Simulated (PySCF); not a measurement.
A GIAO shielding run with PySCF (density fitting, non-relativistic, gas phase) on SMILES C#CCCC1(F)C[SiH2]C1, C$_{7}$H$_{11}$FSi:

```
$ OMP_NUM_THREADS=1 python probes_run.py task.json out

{"job": {"kind": "nmr", "xc": "PBE0", "basis": "pcSseg-1"}, "charge": 0, "multiplicity": 1}
C      3.862329     1.351698     0.583698
C      2.938745     0.592000     0.548143
C      1.802243    -0.302715     0.488653
C      0.674276     0.305743    -0.353384
C     -0.538460    -0.609971    -0.462016
F     -0.106730    -1.837219    -0.963056
C     -1.318207    -0.793710     0.852865
Si    -2.758523     0.265942     0.177999
C     -1.649942    -0.020386    -1.349960
H      4.680575     2.006644     0.620543
H      2.113075    -1.251738     0.043143
H      1.454581    -0.503035     1.506318
H      0.348658     1.253413     0.080638
H      1.054687     0.501835    -1.359542
H     -1.569203    -1.842755     0.995296
H     -0.782874    -0.460179     1.737895
H     -2.768407     1.644162     0.666190
H     -4.088993    -0.333111     0.163165
H     -2.026857    -0.782247    -2.029411
H     -1.326122     0.826308    -1.950213
```

Hardware: 1 thread of an Arm Neoverse V1, shared host. The job also computes population analyses, field gradients, ring-centre shieldings.

(1) How large is the calculation?

(2) How long does it take, and how much memory does it need?

Answers

(1) 76 electrons, 215 basis functions and 1133 auxiliary functions.

(2) 83 s of wall time, with 14 SCF cycles and 5 response iterations; peak memory 1 GiB. Times on a shared host scatter by some tens of per cent.
